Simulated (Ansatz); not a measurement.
Born–Oppenheimer molecular dynamics of C4H8FNO (15 atoms, charge 0, multiplicity 1). It starts at the highest image of a converged band. Of that band: Beside the main top the profile has a ripple of under 15 meV (maxima at images 1, 4, 7), which may be a very shallow well or noise. Neighbouring images differ by up to 1.2 eV, so the band resolves the path poorly. A vibrational analysis at the climbing image gives one clearly imaginary mode, 527i cm⁻¹: a first-order saddle point.

Computed with RKS LDA/6-31G* in Ansatz.

* ensemble: NVE (velocity Verlet)
* time step: 0.5 fs
* steps asked: 200
* starting velocities drawn for: 300 K
* seed: 9943

Frames 0.5 fs apart, positions in Å, forces in eV/Å.

Velocities at 55.0 fs (Å/ps):

```
C 0.42 5.91 3.28
C 0.20 1.63 -0.52
N 2.35 -2.03 0.36
C -2.97 -3.49 -0.02
F 1.16 -0.46 0.22
C -0.41 -0.76 0.04
O -2.64 -3.82 0.60
H -7.07 11.84 -13.32
H 19.11 18.76 -12.30
H -3.83 0.88 -8.09
H -3.69 -17.72 -25.03
H 16.34 8.31 -7.29
H -2.78 -3.56 18.59
H 7.60 18.82 -2.61
H -5.17 20.97 -1.64
```

```xyz
15
Properties=species:S:1:pos:R:3:forces:R:3 time_fs=55.0 energy_less_start_eV=0.229 T=164
C -0.162 -1.414 -0.067 -0.05 1.42 0.11
C 0.684 -0.289 -0.502 0.25 0.71 0.38
N 1.954 -0.485 -0.809 0.08 -0.23 -0.17
C 0.315 1.112 -0.546 -1.24 -0.89 -0.12
F 1.298 1.856 -1.197 -0.16 -0.01 0.28
C -0.843 1.537 0.001 0.77 0.38 0.03
O -2.172 -0.080 1.613 0.98 0.59 -0.25
H -0.901 -1.574 -0.865 -0.11 -0.36 -0.11
H -0.837 -1.101 0.806 -0.08 0.17 -0.05
H 0.456 -2.281 0.149 0.09 -0.63 -0.03
H 2.444 0.320 -1.203 0.24 0.21 0.11
H 2.436 -1.368 -0.679 0.01 -0.34 -0.12
H -1.677 0.712 0.913 -0.55 -0.75 -0.12
H -0.967 2.639 0.043 0.03 -0.08 -0.13
H -1.648 0.156 2.412 -0.26 -0.19 0.19
15
Properties=species:S:1:pos:R:3:forces:R:3 time_fs=55.5 energy_less_start_eV=0.232 T=162
C -0.161 -1.411 -0.065 -0.11 1.31 -0.25
C 0.684 -0.288 -0.502 0.36 0.64 0.36
N 1.955 -0.486 -0.809 0.00 -0.20 -0.18
C 0.313 1.111 -0.546 -1.13 -0.79 -0.17
F 1.299 1.856 -1.197 -0.19 -0.04 0.28
C -0.843 1.537 0.001 0.71 0.65 0.07
O -2.174 -0.082 1.613 1.04 0.67 -0.18
H -0.905 -1.568 -0.872 0.05 -0.32 0.09
H -0.828 -1.091 0.800 -0.22 0.15 0.12
H 0.455 -2.281 0.145 0.07 -0.61 -0.01
H 2.443 0.311 -1.215 0.27 0.32 0.09
H 2.444 -1.364 -0.683 -0.01 -0.41 -0.09
H -1.679 0.709 0.922 -0.60 -0.76 -0.18
H -0.964 2.648 0.042 0.06 -0.35 -0.14
H -1.651 0.167 2.412 -0.31 -0.24 0.18
15
Properties=species:S:1:pos:R:3:forces:R:3 time_fs=56.0 energy_less_start_eV=0.238 T=159
C -0.161 -1.407 -0.063 -0.12 1.16 -0.58
C 0.685 -0.287 -0.502 0.46 0.57 0.35
N 1.956 -0.487 -0.809 -0.03 -0.17 -0.20
C 0.311 1.109 -0.546 -1.02 -0.69 -0.23
F 1.300 1.856 -1.197 -0.23 -0.07 0.29
C -0.843 1.536 0.001 0.65 0.87 0.09
O -2.175 -0.084 1.614 1.08 0.74 -0.10
H -0.909 -1.563 -0.878 0.20 -0.28 0.28
H -0.819 -1.081 0.794 -0.34 0.13 0.29
H 0.453 -2.283 0.141 0.03 -0.54 0.00
H 2.442 0.303 -1.228 0.27 0.39 0.08
H 2.453 -1.362 -0.687 -0.06 -0.46 -0.07
H -1.683 0.705 0.931 -0.63 -0.76 -0.24
H -0.960 2.656 0.040 0.08 -0.58 -0.14
H -1.655 0.176 2.412 -0.35 -0.29 0.17
15
Properties=species:S:1:pos:R:3:forces:R:3 time_fs=56.5 energy_less_start_eV=0.244 T=155
C -0.161 -1.404 -0.062 -0.11 0.97 -0.87
C 0.685 -0.286 -0.502 0.56 0.48 0.33
N 1.957 -0.488 -0.809 -0.02 -0.14 -0.23
C 0.309 1.106 -0.546 -0.89 -0.59 -0.28
F 1.300 1.855 -1.196 -0.26 -0.10 0.30
C -0.843 1.536 0.001 0.59 1.05 0.11
O -2.175 -0.086 1.614 1.10 0.78 -0.03
H -0.912 -1.559 -0.884 0.33 -0.24 0.44
H -0.811 -1.071 0.789 -0.46 0.10 0.44
H 0.451 -2.286 0.137 -0.04 -0.43 0.01
H 2.442 0.297 -1.240 0.25 0.42 0.09
H 2.461 -1.360 -0.691 -0.12 -0.47 -0.05
H -1.688 0.698 0.939 -0.65 -0.74 -0.29
H -0.955 2.664 0.038 0.10 -0.76 -0.15
H -1.659 0.185 2.412 -0.38 -0.33 0.16
15
Properties=species:S:1:pos:R:3:forces:R:3 time_fs=57.0 energy_less_start_eV=0.249 T=153
C -0.161 -1.400 -0.061 -0.07 0.76 -1.09
C 0.685 -0.285 -0.502 0.66 0.39 0.30
N 1.958 -0.489 -0.809 0.02 -0.11 -0.28
C 0.307 1.104 -0.546 -0.77 -0.48 -0.33
F 1.300 1.855 -1.196 -0.28 -0.12 0.31
C -0.843 1.537 0.001 0.52 1.16 0.13
O -2.176 -0.087 1.614 1.09 0.79 0.05
H -0.914 -1.556 -0.889 0.43 -0.20 0.57
H -0.803 -1.061 0.784 -0.55 0.08 0.57
H 0.450 -2.290 0.133 -0.12 -0.30 0.01
H 2.442 0.291 -1.251 0.21 0.42 0.13
H 2.468 -1.359 -0.695 -0.20 -0.44 -0.03
H -1.694 0.690 0.946 -0.66 -0.70 -0.34
H -0.951 2.669 0.035 0.10 -0.88 -0.14
H -1.665 0.193 2.412 -0.39 -0.36 0.15
15
Properties=species:S:1:pos:R:3:forces:R:3 time_fs=57.5 energy_less_start_eV=0.249 T=153
C -0.161 -1.396 -0.059 -0.02 0.54 -1.23
C 0.686 -0.284 -0.502 0.75 0.30 0.28
N 1.960 -0.490 -0.809 0.11 -0.07 -0.34
C 0.305 1.102 -0.546 -0.65 -0.36 -0.38
F 1.301 1.855 -1.196 -0.31 -0.15 0.31
C -0.842 1.537 0.001 0.47 1.22 0.13
O -2.177 -0.089 1.615 1.06 0.76 0.12
H -0.915 -1.553 -0.893 0.49 -0.17 0.66
H -0.798 -1.050 0.782 -0.62 0.04 0.65
H 0.448 -2.295 0.129 -0.20 -0.14 0.01
H 2.443 0.286 -1.263 0.15 0.38 0.18
H 2.475 -1.360 -0.699 -0.29 -0.38 -0.02
H -1.703 0.680 0.953 -0.65 -0.63 -0.40
H -0.946 2.672 0.032 0.10 -0.94 -0.14
H -1.671 0.201 2.413 -0.40 -0.38 0.16
15
Properties=species:S:1:pos:R:3:forces:R:3 time_fs=58.0 energy_less_start_eV=0.243 T=156
C -0.161 -1.392 -0.059 0.02 0.34 -1.29
C 0.687 -0.282 -0.502 0.83 0.20 0.26
N 1.961 -0.491 -0.809 0.21 -0.02 -0.42
C 0.302 1.099 -0.547 -0.53 -0.25 -0.43
F 1.301 1.855 -1.196 -0.33 -0.17 0.31
C -0.842 1.538 0.002 0.41 1.20 0.13
O -2.177 -0.090 1.615 0.99 0.69 0.20
H -0.915 -1.550 -0.894 0.52 -0.14 0.71
H -0.794 -1.039 0.780 -0.64 -0.01 0.68
H 0.445 -2.300 0.125 -0.28 0.02 0.02
H 2.444 0.282 -1.274 0.07 0.31 0.25
H 2.482 -1.361 -0.704 -0.38 -0.31 -0.01
H -1.712 0.669 0.959 -0.61 -0.53 -0.46
H -0.942 2.673 0.029 0.10 -0.94 -0.13
H -1.678 0.207 2.415 -0.40 -0.39 0.17
15
Properties=species:S:1:pos:R:3:forces:R:3 time_fs=58.5 energy_less_start_eV=0.233 T=162
C -0.161 -1.388 -0.058 0.05 0.16 -1.25
C 0.688 -0.281 -0.502 0.91 0.10 0.23
N 1.962 -0.492 -0.809 0.32 0.03 -0.49
C 0.299 1.097 -0.547 -0.41 -0.14 -0.47
F 1.302 1.854 -1.195 -0.34 -0.19 0.31
C -0.841 1.538 0.002 0.37 1.13 0.12
O -2.178 -0.091 1.615 0.88 0.58 0.28
H -0.914 -1.548 -0.895 0.51 -0.12 0.72
H -0.791 -1.029 0.781 -0.62 -0.08 0.67
H 0.442 -2.305 0.121 -0.35 0.17 0.03
H 2.445 0.278 -1.284 -0.01 0.23 0.32
H 2.488 -1.364 -0.708 -0.47 -0.23 0.00
H -1.723 0.657 0.963 -0.54 -0.40 -0.53
H -0.936 2.671 0.026 0.08 -0.87 -0.12
H -1.687 0.212 2.417 -0.38 -0.38 0.18
15
Properties=species:S:1:pos:R:3:forces:R:3 time_fs=59.0 energy_less_start_eV=0.219 T=170
C -0.160 -1.383 -0.058 0.07 0.02 -1.13
C 0.689 -0.280 -0.502 0.97 0.00 0.21
N 1.963 -0.494 -0.809 0.43 0.08 -0.57
C 0.297 1.094 -0.548 -0.29 -0.03 -0.50
F 1.302 1.854 -1.195 -0.35 -0.21 0.31
C -0.841 1.540 0.002 0.32 0.99 0.11
O -2.178 -0.092 1.615 0.74 0.41 0.38
H -0.912 -1.546 -0.893 0.45 -0.10 0.68
H -0.790 -1.018 0.783 -0.57 -0.16 0.60
H 0.438 -2.310 0.117 -0.39 0.30 0.04
H 2.447 0.276 -1.294 -0.08 0.15 0.40
H 2.492 -1.366 -0.713 -0.56 -0.14 0.01
H -1.736 0.643 0.967 -0.45 -0.23 -0.61
H -0.931 2.668 0.022 0.06 -0.73 -0.11
H -1.696 0.217 2.419 -0.35 -0.36 0.20
15
Properties=species:S:1:pos:R:3:forces:R:3 time_fs=59.5 energy_less_start_eV=0.205 T=179
C -0.160 -1.379 -0.058 0.08 -0.07 -0.94
C 0.690 -0.278 -0.501 1.01 -0.09 0.19
N 1.965 -0.495 -0.809 0.51 0.13 -0.64
C 0.294 1.092 -0.548 -0.18 0.07 -0.53
F 1.302 1.854 -1.194 -0.36 -0.22 0.31
C -0.840 1.541 0.002 0.28 0.80 0.09
O -2.178 -0.093 1.616 0.57 0.20 0.48
H -0.908 -1.544 -0.890 0.37 -0.08 0.60
H -0.790 -1.008 0.786 -0.48 -0.24 0.49
H 0.433 -2.314 0.113 -0.42 0.41 0.05
H 2.448 0.273 -1.302 -0.14 0.08 0.47
H 2.495 -1.369 -0.717 -0.62 -0.07 0.01
H -1.749 0.629 0.969 -0.34 -0.04 -0.70
H -0.926 2.663 0.018 0.04 -0.55 -0.10
H -1.706 0.221 2.421 -0.31 -0.32 0.22
15
Properties=species:S:1:pos:R:3:forces:R:3 time_fs=60.0 energy_less_start_eV=0.193 T=186
C -0.160 -1.375 -0.058 0.08 -0.13 -0.68
C 0.691 -0.277 -0.501 1.04 -0.19 0.17
N 1.966 -0.496 -0.810 0.56 0.18 -0.69
C 0.291 1.089 -0.549 -0.08 0.17 -0.56
F 1.302 1.853 -1.194 -0.37 -0.23 0.30
C -0.839 1.542 0.002 0.25 0.55 0.07
O -2.178 -0.094 1.616 0.38 -0.05 0.60
H -0.904 -1.543 -0.885 0.24 -0.07 0.48
H -0.791 -0.998 0.791 -0.38 -0.33 0.35
H 0.428 -2.317 0.109 -0.42 0.49 0.08
H 2.449 0.271 -1.310 -0.19 0.02 0.52
H 2.497 -1.373 -0.721 -0.67 -0.02 0.02
H -1.764 0.615 0.969 -0.20 0.19 -0.80
H -0.920 2.656 0.014 0.01 -0.30 -0.09
H -1.716 0.224 2.425 -0.26 -0.27 0.22
15
Properties=species:S:1:pos:R:3:forces:R:3 time_fs=60.5 energy_less_start_eV=0.185 T=190
C -0.160 -1.371 -0.058 0.08 -0.14 -0.39
C 0.693 -0.275 -0.501 1.06 -0.28 0.15
N 1.968 -0.497 -0.810 0.58 0.22 -0.73
C 0.288 1.087 -0.550 0.03 0.26 -0.58
F 1.303 1.853 -1.193 -0.38 -0.24 0.30
C -0.838 1.544 0.003 0.21 0.27 0.05
O -2.178 -0.095 1.617 0.19 -0.31 0.73
H -0.899 -1.541 -0.880 0.09 -0.06 0.33
H -0.793 -0.990 0.796 -0.26 -0.42 0.19
H 0.421 -2.319 0.106 -0.40 0.53 0.10
H 2.449 0.269 -1.316 -0.21 -0.02 0.56
H 2.497 -1.376 -0.726 -0.69 0.01 0.02
H -1.778 0.601 0.967 -0.06 0.42 -0.89
H -0.914 2.649 0.009 -0.02 -0.03 -0.07
H -1.728 0.226 2.429 -0.22 -0.22 0.22
```

Of the whole run (100 fs, mean temperature of the second half 161 K): The conserved energy stayed within 0.1 meV per atom of its start (net change 0.033 meV per atom), so the integration is sound. The temperature averaged 0.54 of the 300 K drawn at the start: a run that starts near a minimum puts about half its kinetic energy into the potential. A run of 0.1 ps of so small a system gives no equilibrium averages. The orbitals stay closed-shell, which can raise the energy where a bond breaks towards radicals; this wasn't checked here.

Time of the run: 4.9 min on 2 threads of Arm Neoverse V2, with other jobs on the host, peak memory 0.16 GiB.
